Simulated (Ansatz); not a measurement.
Sb₂, charge -1, doublet, at a GFN2-xTB geometry (a state made from the parent by changing its charge; the spin is typed, not shown lowest) (core potentials on Sb) (a gas-phase anion, which may not be bound at this level); CAM-B3LYP/def2-TZVP (Ansatz, a program for electronic structure).

The Ansatz input:
Ansatz 0.2 input:
```yaml
crystal:
  periodic: [false, false, false]
  atoms:
    - {symbol: Sb, position_ang: [-0.00000000, -0.00000000, -1.26045579]}
    - {symbol: Sb, position_ang: [0.00000000, 0.00000000, 1.26045579]}
basis:
  gaussian:
    orbitals: def2-TZVP
hamiltonian:
  xc: cam_b3lyp
total_charge: -1
magnetization: {spin_polarized: true, initial_magnetization: 1}
```

Task: Predict the main parts of the log of this Ansatz run.

Result: 
```
Functional definition: CAM-B3LYP
872 factors; their error is unknown
171 factors; integrals over basis functions are off by at most 5.8e-5 eV
mean field evaluation 1: about -13075.6536 eV, gradient 9.5e0 eV
mean field evaluation 2: about -13075.7744 eV, gradient 9.0e0 eV
mean field evaluation 4: about -13076.0277 eV, gradient 3.2e-1 eV
mean field evaluation 8: about -13076.3022 eV, gradient 5.7e-3 eV
mean field evaluation 16: about -13076.3022 eV, gradient 9.5e-6 eV
mean field -13076.30223991 eV, -480.5452438807 hartree, gradient 6.5e-6 eV, S^2 0.756969; 3 other end points of the search recorded, 0 dependent functions left out
reference -13076.30231905 eV, -480.5452467892 hartree; 24, 23 occupied and 76, 77 virtual orbitals, 872 factors
Total energy: -13076.30231905 eV, -480.5452467892 hartree
```
